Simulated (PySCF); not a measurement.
Q: Write Cartesian coordinates for `[C+](CC)(CF)CF` as optimised with GFN2-xTB. (Charge +1.)

A: 
```
atom  x, y, z in Å
C1     1.9844   -0.3044   -0.2200
C2     0.5845   -0.8726   -0.1143
C3    -0.5167    0.0397    0.0546
C4    -0.3156    1.4851    0.1308
F5    -1.4767    2.1627    0.2861
C6    -1.8859   -0.4649    0.1537
F7    -1.9432   -1.8126    0.0674
H8     2.2621    0.2448    0.6771
H9     2.6990   -1.1123   -0.3493
H10    2.0813    0.3656   -1.0717
H11    0.3494   -1.5217   -0.9785
H12    0.5178   -1.6255    0.6933
H13    0.3519    1.7485    0.9714
H14    0.1846    1.8620   -0.7799
H15   -2.3567   -0.1522    1.1042
H16   -2.5277   -0.0334   -0.6363
```

Orientation and origin are arbitrary. Atoms count from 1 in this order. Of the pairs four or more bonds apart, F7···H11 is among the closest relative to their van der Waals radii: 2.54 Å, 95 % of the sum of Bondi's values. The C–C distances run from 1.440 Å (C2–C3, drawn single) to 1.514 Å (C1–C2, drawn single), a spread of 0.074 Å. C3 (formal carbocation centre) is planar (angles 121.8°, 120.4° and 117.8°, sum 360.0°, 0.00 Å off the plane of its three neighbours). The 7 heavy atoms lie in one plane (0.002 Å rms).

Bonds between heavy atoms (Å): C1–C2 1.514, C2–C3 1.440, C3–C4 1.461, C4–F5 1.353, C3–C6 1.463, C6–F7 1.352.

Structure optimised with GFN2-xTB, isolated species.

Point group: Cs (tolerance 0.08 Å). No frequency check. Torsions: C1–C2–C3–C4 0°, C2–C3–C4–F5 180°, C2–C3–C6–F7 0°.

One conformer stands for the species.

These are computed values.
